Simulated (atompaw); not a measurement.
## Reading a pseudo-wave (Zn)

Columns: radius, all-electron u(r) and pseudo u(r) of the 4p shell (level -4.24 eV) of zinc in the configuration [Ne] 3s2 3p6 3d10 4s1.5 4p0; PBE, scalar-relativistic, PAW (atompaw) scheme, atompaw 4.2.0.5.

```csv
r (bohr),all-electron,pseudo
0.081,0.1006,-0.0187
0.162,0.0956,-0.0693
0.242,0.0024,-0.1359
0.323,-0.0975,-0.2009
0.404,-0.1655,-0.2460
0.485,-0.1949,-0.2607
0.565,-0.1917,-0.2438
0.646,-0.1652,-0.2014
0.727,-0.1237,-0.1440
0.808,-0.0736,-0.0819
0.888,-0.0203,-0.0223
0.969,0.0345,0.0344
1.050,0.0883,0.0883
1.131,0.1398,0.1398
1.212,0.1883,0.1883
1.292,0.2330,0.2330
1.373,0.2747,0.2747
1.454,0.3129,0.3129
1.535,0.3476,0.3476
1.615,0.3786,0.3786
1.696,0.4067,0.4067
1.777,0.4318,0.4318
1.858,0.4541,0.4541
1.938,0.4734,0.4734
2.019,0.4904,0.4904
2.100,0.5050,0.5050
```

**Question.** How many radial nodes do the two functions have?

**Answer.** The all-electron 4p function has n − l − 1 = 2; the pseudo-wave has 1, since 1 lower shell of the same l stays in the valence.

**Question.** At about which radius was the pseudo-wave matched?

**Answer.** 1.05 bohr. The columns agree to 0.0005 from 0.97 bohr on; several derivatives are matched, so the curves merge somewhat inside the radius.

**Question.** Is the pseudo-wave norm-conserving?

**Answer.** No, it belongs to a PAW set: the norm inside the radius is not constrained, and the difference is carried by the augmentation charge.
